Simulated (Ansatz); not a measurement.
```xyz
2

O     0.0000    0.0000    0.0000
O     0.0000    0.0000    1.2160
```

Basis set: cc-pVDZ (spherical functions). Correlated methods keep 2 orbitals frozen. Charge 0, multiplicity 1.

Computed with Ansatz (development build ahead of 0.2.0); the reference of a correlated method needn't be the lowest determinant of its kind. Restricted open shells among the atoms or ions are ROHF, correlated in semicanonical orbitals with singles.

Give the atomization energy at this shape (free ground-state atoms in the same class of orbitals less the molecule, no zero-point energy) of singlet O2 by RHF-CCSD(T), RHF-CCSD.

```tsv
method	atomization energy
RHF-CCSD(T)	3.19 eV
RHF-CCSD	2.85 eV
```

Caution: another spin multiplicity may lie lower; no unrestricted run beside it, a lower state can exist.
